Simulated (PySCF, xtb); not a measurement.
C₂B₂O₂, SMILES [O+]#C[B-]#[B-]C#[O+].

GFN2-xTB run with xtb 6.7.1 at its own geometry gives an orbital gap of 1.31 eV and a dipole moment of 0.01 D.

Geometry optimised at PBE0-D3(BJ)/def2-SVP.

### Question
What does B3LYP/def2-TZVP run with PySCF give? (The exact figures need the calculation; the answer reports its results.)

### Answer
gap 2.79 eV (levels -6.56 and -3.77 eV), dipole 0.00 D.
